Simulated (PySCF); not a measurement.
GeCl: frontier orbitals

r²SCAN at R = 2.200 Å; Ge cc-pVDZ-PP with ECP10, Cl cc-pV(D+d)Z; scalar-relativistic core potentials (PySCF 2.14). State: ²Π (doublet), unpaired electrons π ↑. Only the outer orbitals are listed, counted within each symmetry, core potentials removing the inner ones.

```
spin  orbital  occ.  ε (eV)  on Ge (%)            main shells (%)
   α       7σ     1  -21.09          8                    91 Cl s
   α       8σ     1  -13.19         73           72 Ge s, 20 Cl p
   α       9σ     1   -8.52         44  56 Cl p, 22 Ge p, 21 Ge s
   α       4π     1   -8.43         10            90 Cl p, 8 Ge p
   α       4π     1   -8.37         12           88 Cl p, 11 Ge p
   α       5π     1   -4.40         89           89 Ge p, 11 Cl p
   α       5π     0   -3.85         91            91 Ge p, 8 Cl p
   α      10σ     0   -0.84         86           80 Ge p, 15 Cl p
   α      11σ     0    5.39         95   66 Ge s, 23 Ge p, 8 Cl d
   β       7σ     1  -21.01          8                    91 Cl s
   β       8σ     1  -12.52         67           66 Ge s, 27 Cl p
   β       4π     1   -8.40          9                    91 Cl p
   β       9σ     1   -8.25         49  50 Cl p, 27 Ge s, 22 Ge p
   β       4π     1   -8.12          6                    94 Cl p
   β       5π     0   -3.48         92                    92 Ge p
   β       5π     0   -2.29         94                    94 Ge p
   β      10σ     0   -0.33         86           79 Ge p, 14 Cl p
```

Task: Which are the highest filled and the lowest empty level, where do they sit, and how wide is the gap?

Result: Highest filled α 5π at -4.40 eV (in %: 89 Ge p, 11 Cl p); lowest empty α 5π at -3.85 eV (in %: 91 Ge p, 8 Cl p); the gap at r²SCAN is 0.55 eV. Both belong to one degenerate shell, split only by its one-sided filling, so this is no excitation gap.

* bond order (Mayer): 1.18
* ⟨S²⟩: 0.755
* charge on Ge (Mulliken, basis-dependent): 0.25
* charge on Ge (Löwdin, basis-dependent): 0.16
* dipole moment (positive dipole means Ge(−)Cl(+)): -1.86 D

Spin–orbit coupling is left out. The state was picked by a PBE0 search and need not be the measured ground state.
